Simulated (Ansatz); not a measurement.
Geometry optimisation, RKS BHLYP-D4/def2-SVP in Ansatz 0.2.0.

input.yaml

```yaml
crystal:
  periodic: [false, false, false]
  atoms:
    - { symbol: B, position_ang: [-2.4225, -0.3683, 0.1656] }
    - { symbol: Ga, position_ang: [-0.5924, -0.8031, 1.3538] }
    - { symbol: C, position_ang: [0.8842, 0.1672, 0.5045] }
    - { symbol: C, position_ang: [1.1328, 0.4014, -0.9793] }
    - { symbol: F, position_ang: [1.112, -0.8357, -1.642] }
    - { symbol: H, position_ang: [-2.2098, 0.8144, 0.4133] }
    - { symbol: H, position_ang: [-2.0077, -0.8154, -0.8223] }
    - { symbol: H, position_ang: [-3.25157, -1.02287, 0.66867] }
    - { symbol: H, position_ang: [0.8308, 1.1571, 1.085] }
    - { symbol: H, position_ang: [1.8034, -0.381, 0.9306] }
    - { symbol: H, position_ang: [0.1758, 0.966, -1.3283] }
    - { symbol: H, position_ang: [2.008, 0.9677, -1.169] }
basis:
  gaussian: { orbitals: def2-SVP }
hamiltonian:
  xc: { name: BHLYP }
  dispersion: d4
relax:
  f_tol: 0.02
  max_steps: 50
```

Command:

```bash
$ ansatz run input.yaml --threads 2 --pin off --max-ram 3072MiB --backend cpu --events-out ev --progress --plain --runs-dir out
```

Question: Where does it end, and by what steps?

Answer: The forces met the threshold. The force dipped under the threshold on the way, but the program's further checks kept it going. After 35 steps the energy has fallen by 1.319 eV; H11 moved furthest, 1.80 Å.

| step | energy less start (eV) | largest force component (eV/Å) | accepted |
| --- | --- | --- | --- |
| 0 | 0.0000 | 4.598 | yes |
| 2 | -0.9948 | 0.618 | yes |
| 4 | -1.1226 | 0.228 | yes |
| 6 | -1.1858 | 0.299 | yes |
| 8 | -1.2440 | 0.369 | yes |
| 10 | -1.2747 | 0.335 | yes |
| 12 | -1.3005 | 0.097 | yes |
| 14 | -1.3082 | 0.132 | yes |
| 16 | -1.3122 | 0.109 | yes |
| 18 | -1.3145 | 0.122 | yes |
| 20 | -1.3159 | 0.029 | yes |
| 22 | -1.3167 | 0.041 | yes |
| 24 | -1.3174 | 0.029 | yes |
| 26 | -1.3178 | 0.051 | yes |
| 28 | -1.3180 | 0.091 | no |
| 30 | -1.3179 | 0.111 | no |
| 32 | -1.3187 | 0.039 | yes |
| 34 | -1.3188 | 0.013 | yes |
| 35 | -1.3190 | 0.010 | yes |

```xyz
12
Properties=species:S:1:pos:R:3
B -2.794 -0.722 0.313
Ga -0.797 -0.213 0.320
C 1.128 0.361 0.512
C 1.563 0.556 -0.915
F 0.452 0.268 -1.738
H -3.306 0.342 0.018
H -2.881 -1.582 -0.539
H -3.000 -1.087 1.452
H 1.186 1.278 1.106
H 1.702 -0.410 1.034
H 1.854 1.580 -1.152
H 2.355 -0.124 -1.231
```

Time of the run: 2.1 min on 2 threads of AMD EPYC 7R13 Processor (Zen 3) (shared host), peak memory 0.34 GiB.
